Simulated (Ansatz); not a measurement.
The first iterations of a band of FGeH3 + H4Si (10 atoms, charge 0, multiplicity 1).

All numbers below come from RKS r2SCAN/def2-SVP in Ansatz 0.2.0.

```
movable images  : 7
climbing image  : yes
spring          : 5.0 eV/Å²
optimiser       : quadratic models (default)
start path      : through a guess of the saddle point
force threshold : 0.05 eV/Å
iteration limit : 60
end points      : relaxed
```

First end point:

```xyz
10
Properties=species:S:1:pos:R:3
Ge 0.685 -0.106 -0.153
H 1.244 0.316 1.210
H 1.618 0.265 -1.310
F -0.775 0.834 -0.403
H 0.261 -1.577 -0.191
Si -3.065 0.092 1.363
H -3.308 -0.480 0.009
H -4.189 -0.313 2.262
H -2.997 1.578 1.311
H -1.801 -0.465 1.931
```

Last end point:

```xyz
10
Properties=species:S:1:pos:R:3
Ge -0.591 -0.042 -0.392
H 0.684 -0.296 2.618
H 0.545 0.879 0.083
F -0.840 0.358 -2.083
H -0.131 -1.510 -0.375
Si -2.690 0.322 0.679
H -3.755 -0.285 -0.169
H -2.711 -0.318 2.027
H -2.941 1.784 0.828
H 0.106 -0.747 2.814
```

| iteration | highest image above the first end (eV) | largest band force component (eV/Å) |
| --- | --- | --- |
| 1 | 5.486 | 10.185 |
| 2 | 4.079 | 4.131 |
| 3 | 3.512 | 1.658 |
| 4 | 3.179 | 0.643 |
| 5 | 3.054 | 0.485 |

Q: Does the band converge within its limit, and where does its top end?

A: The forces met the threshold. It ended after 16 iterations with the highest image 2.716 eV above the first end. A structure lower than the last end lies on the path between it and the top, so the climb from that side starts below the end, which may itself be a saddle point or a shallow side well. Neighbouring images differ by up to 2.0 eV, so the band resolves the path poorly. A vibrational analysis at the climbing image gives one clearly imaginary mode, 1332i cm⁻¹: a first-order saddle point. The orbitals stay closed-shell, which can raise the energy where a bond breaks towards radicals; this wasn't checked here.

Time of the run: 3.2 min on 4 threads of Arm Neoverse V2, on a shared host, peak memory 0.17 GiB.
